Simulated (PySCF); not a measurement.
# Electronic absorption of (Cl)2Al-NH-SiH3

(Cl)2Al-NH-SiH3.
Cartesian coordinates in Å at the PBE0-D3(BJ)/def2-SVP level; atoms count from 1:
```
atom  x, y, z in Å
Al1   -1.2570   -0.8076   -0.8403
Cl2   -2.4639    0.8224   -1.3290
Cl3   -1.8255   -2.7303   -1.4259
N4     0.2437   -0.5978    0.0691
Si5    1.0065    0.8502    0.6816
H6     0.7625   -1.4565    0.2494
H7     2.3814    1.0239    0.1174
H8     1.1324    0.8224    2.1724
H9     0.1528    2.0039    0.2796
```

Method: PySCF 2.14.0, density-fitted response routines, TDDFT CAM-B3LYP/def2-SVPD, vertical, gas phase, core orbitals frozen in the response. Note that the optimisation stopped short of convergence; the values belong to its last geometry.

List the vertical singlet excitations with oscillator strengths and describe the spectrum.

| state | E (eV) | λ (nm) | ν̃ (cm⁻¹) | f | \|μ\| (D) | main configurations (H = HOMO, L = LUMO) |
| --- | --- | --- | --- | --- | --- | --- |
| S1 | 6.00 | 206.5 | 48420 | 0.010 | 0.68 | H→L (91%) |
| S2 | 7.04 | 176.2 | 56750 | 0.119 | 2.12 | H→L+1 (91%) |
| S3 | 7.18 | 172.8 | 57880 | 0.020 | 0.86 | H-1→L (87%) |
| S4 | 7.38 | 168.0 | 59510 | 0.0001 | 0.06 | H-2→L (86%) |
| S5 | 7.41 | 167.3 | 59760 | 0.0010 | 0.19 | H→L+2 (57%), H→L+3 (25%) |
| S6 | 7.66 | 161.9 | 61750 | 0.0012 | 0.21 | H-1→L+1 (92%) |
| S7 | 7.66 | 161.8 | 61820 | 0.191 | 2.57 | H-3→L (62%), H-4→L (23%) |
| S8 | 7.93 | 156.4 | 63950 | 0.040 | 1.16 | H→L+3 (52%), H→L+2 (28%) |
| S9 | 8.01 | 154.8 | 64590 | 0.029 | 0.98 | H-4→L (47%), H-3→L (17%), H-5→L (10%) |
| S10 | 8.02 | 154.6 | 64700 | 0.069 | 1.51 | H-5→L (58%), H-4→L (8%) |
| S11 | 8.05 | 154.0 | 64930 | 0.0009 | 0.17 | H-3→L+1 (57%), H-4→L+1 (36%) |
| S12 | 8.13 | 152.5 | 65560 | 0.0080 | 0.51 | H→L+5 (54%), H→L+4 (22%) |
| S13 | 8.20 | 151.3 | 66110 | 0.036 | 1.08 | H-2→L+1 (82%) |
| S14 | 8.35 | 148.4 | 67370 | 0.059 | 1.36 | H→L+4 (29%), H→L+8 (21%), H→L+5 (16%) |
| S15 | 8.43 | 147.1 | 67980 | 0.060 | 1.37 | H→L+7 (81%), H→L+6 (9%) |

Triplets (Tamm–Dancoff): T1 5.66 eV, H→L (85%); T2 6.20 eV, H→L+1 (91%); T3 6.90 eV, H-1→L (82%); T4 7.11 eV, H-2→L (84%).

The lowest singlet comes at 207 nm (579 kJ/mol) in the ultraviolet; it is weak; its leading configuration is HOMO→LUMO (91%). The strongest level in the table is S7 at 7.66 eV (162 nm, f = 0.191). S6/S7 lie within about 0.01 eV of each other. Löwdin shares by element: HOMO nitrogen 53%, hydrogen 16% or more, silicon 16% (atoms not listed hold the other 15%); LUMO aluminium 57%, chlorine 24%, nitrogen 6%. Weighted by f, the mean energy of these states is 7.75 eV. The oscillator strengths of these states sum to 0.646; summed over the whole spectrum of an exact calculation they would give the number of electrons, 72 (Thomas–Reiche–Kuhn). Orbital energies (eV): HOMO-3 -11.12, HOMO-2 -10.98, HOMO-1 -10.68, HOMO -9.50, LUMO -0.36, LUMO+1 0.54, LUMO+2 1.25. The window holds the lowest 15 singlets.
